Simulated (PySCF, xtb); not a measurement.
2-fluoro-3-methylbuta-1,3-diene (C₅H₇F), SMILES C=C(C)C(=C)F. The values are those of a single conformer.

Harmonic wavenumbers (cm⁻¹) from GFN2-xTB (xtb 6.7.1) at its own minimum, in rising order: 65, 190, 259, 320, 374, 435, 496, 569, 693, 736, 781, 864, 900, 924, 961, 1016, 1042, 1145, 1308, 1379, 1395, 1417, 1478, 1488, 1675, 1678, 3015, 3025, 3055, 3114, 3137, 3142, 3184.

Problem. What does PBE-D3(BJ)/def2-SVP in PySCF 2.14.0 give at its own minimum? (Estimate from the structure and the level; the computed values follow.)

Solution. 98, 204, 273, 337, 383, 454, 513, 591, 698, 752, 754, 815, 889, 923, 929, 974, 1017, 1165, 1318, 1338, 1366, 1374, 1400, 1418, 1630, 1672, 2970, 3043, 3085, 3092, 3119, 3198, 3227. Paired by order, the mean absolute difference is 28 cm⁻¹ and the zero-point energies are 64.7 and 64.4 kcal/mol.
